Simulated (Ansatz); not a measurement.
Gas-phase electronic energies from Ansatz, PBE0-D4/def2-TZVP geometries. CBS: MP2 limit from def2 TZ/QZ plus the TZ coupled-cluster correction, frozen cores. This one scheme is used for every species. Functionals use def2-TZVPP. One conformer a species, not always the lowest.

Consider the cleavage of the Si–Al bond: `F[SiH](F)[AlH2]` + `C=C=N` → `C=C=N[SiH](F)F` + `[AlH3]`.

```json
{"level": "PBE0-D4", "ΔE (eV)": "-0.85"}
{"level": "ωB97M-V", "ΔE (eV)": "-1.01"}
{"level": "B2PLYP", "ΔE (eV)": "-0.99"}
{"level": "CCSD(T)/def2-TZVPP", "ΔE (eV)": "-0.97"}
```

(1) What does CCSD(T)/CBS give? (Estimate.)

Largest T1 diagnostic among the species: 0.015.

## Answers

(1) The calculation gave: -0.96 eV. The listed levels differ from it by 0.11, -0.05, -0.03, -0.01 eV.

Leaving LDA and LC-ωPBE aside and taking each functional with its dispersion term where it has one, the values, not all of them listed here, spread over 0.37 eV, from B97M-V to PBE-D4. LDA lies −0.11 eV from PBE without D4. From r2SCAN to r2SCAN0 (25 % exact exchange), in def2-TZVPP and without D4, ΔE moves by −0.04 eV.
